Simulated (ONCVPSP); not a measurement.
# Before and after: ONCV potential for Ni (Z = 28)

nickel, optimised norm-conserving Vanderbilt (ONCV), made with ONCVPSP 4.0.1 (PBEsol, scalar-relativistic). Core [Ne], reference 3s2 3p6 3d8 4s2. Waves: 3s+4s: rc 1.10 bohr, ncon 5, nbas 8, qcut 12.7 1/bohr, 3 projectors, debl 1.9 Ha; 3p: rc 1.20 bohr, ncon 4, nbas 8, qcut 13 1/bohr, 3 projectors, debl 1 Ha; 3d: rc 1.30 bohr, ncon 3, nbas 7, qcut 11.1 1/bohr, 3 projectors, debl 3.9 Ha. Local part: polynomial inside 0.70 bohr (lpopt 5, dvloc0 -1 Ha). Core correction: Teter function, fcfact 1.75, rcfact 1.5.

In the p channel the program set the typed energies aside and used -2.619, 0.250, 1.250 Ha.

All-electron outer shells of the reference configuration (PBEsol, scalar-relativistic, ld1.x):

| shell | level (eV) | outermost node (bohr) | outermost maximum (bohr) |
| --- | --- | --- | --- |
| 2p | -844.17 | – | 0.16 |
| 3s | -110.78 | 0.30 | 0.64 |
| 3p | -71.25 | 0.27 | 0.65 |
| 3d | -8.90 | – | 0.63 |
| 4s | -5.66 | 0.92 | 2.24 |

Change: d: rc 1.

Cutoffs: the cutoffs (Ha) at which the residual kinetic energy of the hardest occupied pseudo-wave falls to 1 and 0.1 mHa per electron; they do not see the model core or the augmentation charge, which bear on the density cutoff. Errors are all-electron minus pseudo energies relative to the spin-unpolarised reference configuration.

Task: Predict the effect on cutoff, ghosts and configuration errors.

Result: The potential gets harder (61 Ha and 70 Ha → 109 Ha and 261 Ha); of the 4 tests that both files solve, the error grows in 1 and shrinks in 3 by more than 15 % and 0.3 meV (median size 7.2 → 7.3 meV); neither file shows a bound ghost. A smaller radius makes the pseudo-wave follow the all-electron one further in, where it bends more sharply, so more plane waves are needed.

| quantity | base | changed |
| --- | --- | --- |
| cutoff, loose | 61 Ha | 109 Ha |
| cutoff, tight | 70 Ha | 261 Ha |
| loose cutoff by channel | s 61 Ha, p 45 Ha, d 51 Ha | s 61 Ha, p 45 Ha, d 109 Ha |
| bound ghosts | none | none |
| GHOST(+) flags under 300 eV | none | d at 201.8 eV |
| error for 3s2 3p6 3d8 4s1, meV [ΔE 9.34 eV] | +0.8 | -0.1 |
| error for 3s2 3p6 3d8 4s0, meV [ΔE 26.60 eV] | +6.2 | +1.6 |
| error for 3s2 3p6 3d7 4s0, meV [ΔE 64.04 eV] | +8.1 | -17 |
| error for 3s2 3p6 3d9 4s1, meV [ΔE -1.61 eV] | +16 | +13 |
| s: phases at 1.12 bohr within 0.05 rad from the reference energy up to (Ha; the scan ends near 5) | to the end of the scan | to the end of the scan |
| p: phases at 1.22 bohr within 0.05 rad from the reference energy up to (Ha; the scan ends near 5) | to the end of the scan | to the end of the scan |
| rms error of d²Exc/dni dnj with the model core, mHa | 0.74 | 1.11 |
